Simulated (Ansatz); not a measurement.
Cost and result for the atomization energy of C₂H₇AlGe, SMILES `C[CH]1[AlH][GeH2]1` (11 atoms, 11 bonds).

Z-matrix (Å, degrees):
```
C
C 1 1.514
H 1 1.093 2 111.4
H 1 1.095 2 112.1 3 119.9
H 1 1.095 2 111.7 3 -119.5
Al 2 1.939 1 134.7 3 45.6
Ge 2 2.046 1 123.5 3 -53.7
H 2 1.103 1 111.4 3 -176.2
H 6 1.585 2 145.4 1 51.5
H 7 1.543 2 111.2 1 24.3
H 7 1.539 2 114.9 1 -100.3
```

Total charge 0; spin multiplicity 1. Correlated methods include outer-core shells of Ge, which these sets cover unevenly. Scalar relativity is left out up to krypton. The structure was optimised at the PBE0-D4/def2-TZVP level. Program: Ansatz. All runs use 4 threads of an Arm Neoverse V1 on a shared host. Times are those of one run each, without the atoms' runs, and a repeat can differ threefold. Electronic energies, without spin–orbit coupling; frozen cores. CCSD(T)/CBS adds CCSD(T) − MP2 in def2-TZVPP to the MP2 limit, and its time is that of the two runs behind it. T1 = 0.012. With those shells the extrapolation isn't a true limit. B3LYP takes the VWN-RPA correlation (the form of Gaussian; ORCA's B3LYP/G).

CCSD(T)/CBS is a level of theory with its own doubt, some kJ/mol a heavy atom from the limit and from the frozen cores, so smaller differences don't rank the functionals.

```tsv
level	functions	atomization (kJ/mol)	difference from CCSD(T)/CBS	per bond
PBE-D4/def2-TZVPP (with forces)	250	3548.8	23.9	2.2
r2SCAN-D4/def2-TZVPP (with forces)	250	3535.0	10.1	0.9
MP2/def2-QZVPP	483	3504.4	-20.5	-1.9
B3LYP-D4/def2-TZVPP (with forces)	250	3499.8	-25.1	-2.3
PBE0-D4/def2-TZVPP	250	3516.6	-8.3	-0.8
B2PLYP/def2-TZVPP	250	3465.7	-59.2	-5.4
ωB97X-V/def2-TZVPP	250	3528.0	3.1	0.3
CCSD(T)/def2-TZVPP	250	3446.8	-78.1	-7.1
ωB97M-V/def2-TZVPP (with forces)	250	3508.7	-16.2	-1.5
CCSD(T)/CBS(def2)	–	3524.9	0.0	0.0
```

Order the runs by time, with rough figures. (An estimate is asked.)

Ansatz gave: PBE-D4/def2-TZVPP (with forces) 2.8 s; PBE0-D4/def2-TZVPP 3.7 s; B3LYP-D4/def2-TZVPP (with forces) 5.5 s; r2SCAN-D4/def2-TZVPP (with forces) 6 s; B2PLYP/def2-TZVPP 6.5 s; ωB97X-V/def2-TZVPP 9.5 s; ωB97M-V/def2-TZVPP (with forces) 14 s; MP2/def2-QZVPP 28 s; CCSD(T)/def2-TZVPP 2.7 min; CCSD(T)/CBS(def2) 3.2 min.

From PBE to PBE0 (25 % exact exchange), in def2-TZVPP and without D4, the atomization energy moves by −28.9 kJ/mol: exact exchange takes away binding that semilocal exchange gives to molecules. The D4 term adds +35.9 kJ/mol with B3LYP and +18.8 kJ/mol with PBE0; it sums over pairs of atoms, weighted by their polarisabilities, and B3LYP, whose exchange is more repulsive, gets the larger term. In def2-TZVPP, CCSD(T) changes the Hartree–Fock value by +868.6 kJ/mol (the triples alone add +48.8 kJ/mol) and MP2 by +881.1 kJ/mol; breaking electron pairs costs correlation energy, which Hartree–Fock lacks.
